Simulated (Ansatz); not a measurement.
CH$_{7}$NSSi, SMILES `[SiH3]NCS`, relaxed with RKS PBE0-D4/def2-TZVP in the Gaussian-basis code of Ansatz from a PBE-D4/def2-SVP geometry. The force threshold is 0.005 eV/Å; the program also tests the step.

The species carries charge 0 and has multiplicity 1.

Start:

```xyz
11

Si    1.392    0.270   -0.961
N     0.583   -0.031    0.573
C    -0.760   -0.506    0.680
S    -2.013    0.864    0.359
H     0.969    1.511   -1.711
H     2.860    0.392   -0.655
H     1.117   -0.923   -1.836
H     0.875    0.546    1.367
H    -0.936   -1.310   -0.065
H    -0.957   -0.920    1.690
H    -3.131    0.106    0.560
```

**Question.** How much energy does the relaxation release, and in how many steps? (Best estimate.)

**Answer.** Ansatz gave: 5.66 kJ/mol, in 10 steps.

**Question.** Which bonds change most? (An estimate is asked.)

**Answer.** The calculation gave: C3–S4 from 1.884 to 1.847 Å; Si1–N2 from 1.760 to 1.728 Å; S4–H11 from 1.365 to 1.344 Å; Si1–H5 from 1.510 to 1.490 Å.

**Question.** Give the relaxed structure. (An estimate is asked.)

**Answer.** Computed: 
```xyz
11

Si    1.392    0.254   -0.944
N     0.567   -0.004    0.551
C    -0.767   -0.499    0.641
S    -1.997    0.858    0.397
H     0.947    1.443   -1.726
H     2.831    0.424   -0.621
H     1.166   -0.953   -1.780
H     0.842    0.552    1.347
H    -0.929   -1.253   -0.131
H    -0.952   -0.952    1.616
H    -3.098    0.130    0.649
```
